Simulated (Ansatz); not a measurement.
`[OH][Al]([SH])[O][SiH3]` + HCl → `[SiH3][O][Al]([SH])[Cl]` + H₂O  (ligand exchange at the Al–O bond)

Computed with Ansatz on PBE0-D4/def2-TZVP structures; ΔE is electronic, products minus reactants. CCSD(T)/CBS adds triple-zeta CCSD(T) − MP2 to the extrapolated MP2 energy (def2 sets, frozen cores). This one scheme is used for every species. DFT in def2-TZVPP. B3LYP here is the variant with VWN-RPA as its local correlation; programs differ in this. HSE06 is defined as in plane-wave codes. One conformer a species, not always the lowest.

```tsv
level	ΔE (kcal/mol)	difference from CCSD(T)/CBS
LDA (SPW92)	-5.5	1.6
PBE-D4	-7.0	0.1
BLYP-D4	-5.5	1.6
B97M-V	-6.7	0.4
PBE0-D4	-7.6	-0.5
B3LYP-D4	-6.0	1.1
r2SCANh-D4	-6.8	0.3
HSE06-D4	-7.7	-0.6
BHLYP-D4	-6.7	0.4
CAM-B3LYP-D4	-5.2	1.9
ωB97X-V	-6.4	0.7
ωB97M-V	-6.5	0.6
B2PLYP	-5.6	1.5
PBE-QIDH	-7.3	-0.2
revPBE	-6.9	0.2
BLYP	-4.8	2.3
r2SCAN	-6.4	0.7
PBE0	-7.3	-0.2
B3LYP	-5.4	1.7
r2SCANh	-6.6	0.5
r2SCAN0	-6.9	0.2
BHLYP	-5.9	1.2
CAM-B3LYP	-4.8	2.3
LC-ωPBE	-6.1	1.0
RPA@PBE/def2-TZVPP	-5.1	2.0
HF/def2-SVP	-7.8	-0.7
MP2/def2-SVP	-6.2	0.9
CCSD/def2-SVP	-6.1	1.0
CCSD(T)/def2-SVP	-6.2	0.9
HF/def2-TZVPP	-6.8	0.3
MP2/def2-TZVPP	-6.5	0.6
SCS-MP2/def2-TZVPP	-5.8	1.3
CCSD/def2-TZVPP	-5.8	1.3
CCSD(T)/def2-TZVPP	-5.9	1.2
HF/def2-QZVPP	-6.6	0.5
MP2/def2-QZVPP	-7.1	0.0
SCS-MP2/def2-QZVPP	-6.4	0.7
HF/CBS(def2)	-6.6	0.5
MP2/CBS(def2)	-7.6	-0.5
CCSD/CBS(def2)	-6.9	0.2
CCSD(T)/CBS	-7.1	0
```

Largest T1 diagnostic among the species: 0.012.

Leaving LDA and LC-ωPBE aside and taking each functional with its dispersion term where it has one, the values spread over 2.5 kcal/mol, from HSE06-D4 to CAM-B3LYP-D4. LDA lies +1.1 kcal/mol from PBE without D4. At CCSD(T), def2-SVP lies +0.9 kcal/mol from the extrapolated value and def2-TZVPP +1.2 kcal/mol. From BLYP to BHLYP (50 % exact exchange), in def2-TZVPP and without D4, ΔE moves by −1.1 kcal/mol.
